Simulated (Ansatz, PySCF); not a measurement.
Potential energy curve for NaF, singlet.

Levels: RCCSDT = CCSDT on RHF/cc-pVDZ, frozen core in Ansatz (a first-principles code); RKS-PBE = restricted PBE/cc-pVDZ in Ansatz; UMP2 = MP2 on UHF/cc-pVDZ, frozen core in Ansatz; RHF/6-31G* = PySCF with restricted Hartree-Fock/6-31G*, spherical d.

Energies are in kJ/mol, each relative to the lowest point of its own curve near equilibrium.

```
R / Å  RCCSDT  RKS-PBE   UMP2  RHF/6-31G*
-----  ------  -------  -----  ----------
1.52    201.7    191.8  202.5       180.6
1.61    100.1     95.2  100.6        84.5
1.76     19.3     18.5   19.5        12.7
1.80      9.9      9.5   10.0         5.4
1.87      1.3      1.3    1.3         0.0
1.92      0.0      0.0    0.0         0.6
1.95      0.8      0.6    0.7         2.3
2.02      5.9      5.3    5.9         9.4
2.12     19.0     17.4   19.0        24.6
2.23     38.1     35.3   38.3        45.6
2.39     70.3     65.2   70.8        80.0
2.60    115.5    106.3  116.7       127.4
2.86    171.4    155.5  173.7       185.0
3.19    238.0    211.5  242.4       253.0
3.45    285.3    249.0      —       300.9
3.91    352.8    301.0      —       369.1
4.28    386.2    331.0      —       409.2
4.77        —    357.9      —       449.1
5.22        —    374.0      —       478.8
5.70        —    385.8      —       505.9
```

At the longest distance, 5.70 Å, RHF/6-31G* lies highest above its minimum (505.9 kJ/mol) and RKS-PBE lowest (385.8 kJ/mol).

A dash means that the run gave no value there, or that the column was ended at a point which the program doubted or which failed a test of continuity chosen for this set; such a test can also cut sound points.

The scan ran from 1.52 to 7.76 Å; beyond the distances shown full CI changes its symmetry label. The T1 diagnostic of CCSD on the restricted reference of RCCSDT exceeds 0.045 at 3.45 to 5.70 Å. The restricted form behind RKS-PBE, RHF/6-31G* keeps the bonding electrons paired and can't separate into open-shell fragments. The unrestricted determinant behind UMP2 is spin-contaminated at 3.45 to 5.70 Å (<S²> up to 1.0, against 0.00 for a pure singlet).
